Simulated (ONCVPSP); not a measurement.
# Configuration tests for Ti (Z = 22) (ONCV)

* Element: Ti (Z = 22)
* Generator: ONCVPSP 4.0.1
* Type: optimised norm-conserving Vanderbilt (ONCV)
* Functional: BLYP
* Relativity: scalar-relativistic
* Frozen core: [Ne]
* Valence charge: 12
* Reference configuration: 3s2 3p6 3d2 4s1.75 4p0.25
* Partial waves: 3s+4s: rc 1.95 bohr, ncon 4, nbas 7, qcut 7.4 1/bohr, 2 projectors; 3p+4p: rc 2.20 bohr, ncon 3, nbas 8, qcut 8 1/bohr, 3 projectors, debl 0.7 Ha; 3d: rc 1.50 bohr, ncon 3, nbas 7, qcut 8.3 1/bohr, local
* Local potential: the d channel
* Core correction: none

Energies are relative to the spin-unpolarised reference configuration 3s2 3p6 3d2 4s1.75 4p0.25; without spin polarisation the order of configurations can differ from experiment. Not all tests gave a result: 1 of 4 tests not solved or not reliable.

| valence configuration | charge | ΔE all-electron (eV) | error AE − PS (meV) |
| --- | --- | --- | --- |
| 3s2 3p6 3d2 4s2 4p0 | 0 | -0.756 | +0.1 |
| 3s2 3p6 3d2 4s1 4p0 | +1 | 6.531 | -0.4 |
| 3s2 3p6 3d2 4s0 4p0 | +2 | 20.248 | -1.6 |

Levels in the configuration 3s2 3p6 3d2 4s1 4p0:

| level | all-electron (eV) | pseudo (eV) |
| --- | --- | --- |
| 3s | -69.683 | -69.694 |
| 3p | -45.982 | -45.994 |
| 3d | -11.307 | -11.316 |
| 4s | -10.384 | -10.384 |

Note: ghosts flagged at negative energy: s at -2587.1 eV; GHOST(+) flags only above 600 eV. A true bound ghost makes a file unfit for plane-wave use.
